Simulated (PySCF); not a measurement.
Constitutional and geometric isomers with formula C4H4. All species are isolated molecules in the gas phase. Strings in code marks are SMILES.

All values below come from PBE-D3(BJ)/def2-TZVP // CAM-B3LYP-D3(BJ)/def2-TZVP (PySCF). Excitations are Tamm–Dancoff values on a coarser integration grid. The basis has no diffuse functions, so Rydberg states are missing or too high.

```csv
species,S1 excitation (TDA) (eV),S1–T1 gap (TDA) (eV),dipole moment (D),HOMO (eV),S1 oscillator strength
`C#CC=C`,[?],[?],[?],-6.18,0.000
`C1C=CC=1`,[?],1.64,[?],-4.58,0.000
`C=C1C=C1`,3.80,0.85,2.05,-4.99,0.011
`C=C=C=C`,3.93,1.05,0.00,-6.14,0.000
```

### Question
What belongs in the gaps?

### Answer

- `C#CC=C`, S1 excitation (TDA) (eV): 5.03
- `C#CC=C`, S1–T1 gap (TDA) (eV): 1.50
- `C#CC=C`, dipole moment (D): 0.39
- `C1C=CC=1`, S1 excitation (TDA) (eV): 2.94
- `C1C=CC=1`, dipole moment (D): 0.00
